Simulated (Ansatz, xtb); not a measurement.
Ranking isomers of C3H10B2

4 gas-phase structures of C3H10B2, from a drawn sample of its isomers (lower ones may exist). Each was relaxed with GFN2-xTB; where two conformers were screened, the lower at r2SCAN-D4/def2-SVP is listed:

A. `BC[C@@H](B)C`, a singlet
B. `BCCCB`, a singlet
C. `BC(B)CC`, a singlet
D. `BC(B)(C)C`, a singlet

**Question.** Estimate their order in r2SCAN-D4/def2-SVP energy at these geometries, lowest first.

**Answer.** Calculated order at r2SCAN-D4/def2-SVP: C (0.0), D (4.4), B (5.1), A (6.0) kcal/mol. Less than 1 kcal/mol parts D and B; B and A, so the order within those pairs means little.

Energies above the lowest of each column, in kcal/mol; the last columns are at PBE0-D3(BJ)/def2-SVP geometries:

```json
{"structure": "C", "GFN2-xTB": "0.0", "HF/STO-3G": "0.0", "r2SCAN-D4/def2-SVP": "0.0", "PBE0-D3(BJ)/def2-SVP": "0.0", "CCSD(T)/def2-SVP + ΔMP2/def2-TZVPP": "0.0"}
{"structure": "D", "GFN2-xTB": "2.8", "HF/STO-3G": "4.1", "r2SCAN-D4/def2-SVP": "4.4", "PBE0-D3(BJ)/def2-SVP": "5.3", "CCSD(T)/def2-SVP + ΔMP2/def2-TZVPP": "3.4"}
{"structure": "B", "GFN2-xTB": "3.6", "HF/STO-3G": "2.8", "r2SCAN-D4/def2-SVP": "5.1", "PBE0-D3(BJ)/def2-SVP": "5.2", "CCSD(T)/def2-SVP + ΔMP2/def2-TZVPP": "5.2"}
{"structure": "A", "GFN2-xTB": "4.6", "HF/STO-3G": "4.6", "r2SCAN-D4/def2-SVP": "6.0", "PBE0-D3(BJ)/def2-SVP": "6.0", "CCSD(T)/def2-SVP + ΔMP2/def2-TZVPP": "5.7"}
```

Every level run on C puts it lowest or level with the lowest. Flexible structures stand in one conformer each, not always the lowest. ΔMP2 is the change of the MP2 energy from the smaller to the larger basis.

Over these structures GFN2-xTB departs from r2SCAN-D4/def2-SVP by 0.6 kcal/mol on average once a common shift is removed. A GFN2-xTB relaxation took about 0.1 s and the r2SCAN-D4/def2-SVP energy about 1.4 s on a shared host (Ansatz 0.2.0, xtb 6.7.1).
